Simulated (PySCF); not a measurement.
## Frontier levels across methods

Compound: C3H5F2PSi.
Cartesian coordinates in Å at the PBE0-D3(BJ)/def2-SVP level; atoms count from 1:
```xyz
12
C3H5F2PSi angstrom
F      1.621    2.071   -1.352
C      1.585    1.132   -0.455
C      2.201    0.247    0.245
C      0.652    0.388    0.414
Si    -0.473   -0.942   -0.282
F      0.399   -1.719   -1.423
P     -2.245    0.024   -1.288
H      3.062   -0.320    0.580
H      0.282    0.890    1.328
H     -0.851   -1.953    0.748
H     -2.646    0.622   -0.051
H     -3.111   -1.102   -1.125
```

Basis pcSseg-1 throughout (PySCF), one geometry. Geometry: PBE0-D3(BJ)/def2-SVP, one conformer, isolated molecule.

Q: How do the orbital energies, the gap and the dipole change with the method?

A: 
| method | kind | HOMO (eV) | LUMO (eV) | gap (eV) | μ (D) | SCF cycles |
| --- | --- | --- | --- | --- | --- | --- |
| BLYP | GGA | -5.84 | -0.83 | 5.01 | 2.17 | 15 |
| OPBE | GGA | -5.97 | -0.83 | 5.14 | 2.32 | 16 |
| PBE | GGA | -6.00 | -0.98 | 5.02 | 2.26 | 15 |
| BP86 | GGA | -6.11 | -1.08 | 5.03 | 2.29 | 15 |
| PBE0 | global hybrid | -7.19 | 0.00 | 7.19 | 2.50 | 14 |
| CAM-B3LYP | range-separated hybrid | -8.48 | 1.16 | 9.64 | 2.49 | 13 |
| HF | Hartree–Fock | -9.75 | 3.50 | 13.26 | 2.81 | 12 |
| LC-wPBE | range-separated hybrid | -9.83 | 2.33 | 12.16 | 2.60 | 14 |

The HOMO spans 3.99 eV, from BLYP down to LC-wPBE, and the gap runs from 5.01 eV (BLYP) to 13.26 eV (HF). Over the methods BLYP (0 %), OPBE (0 %), PBE (0 %), BP86 (0 %), PBE0 (25 %), HF (100 %), a straight line through the gap against the share of exact exchange rises by 0.82 eV for each 10 % (correlation coefficient 1.000). The dipole ranges from 2.17 D (BLYP) to 2.81 D (HF). This basis has no diffuse functions.
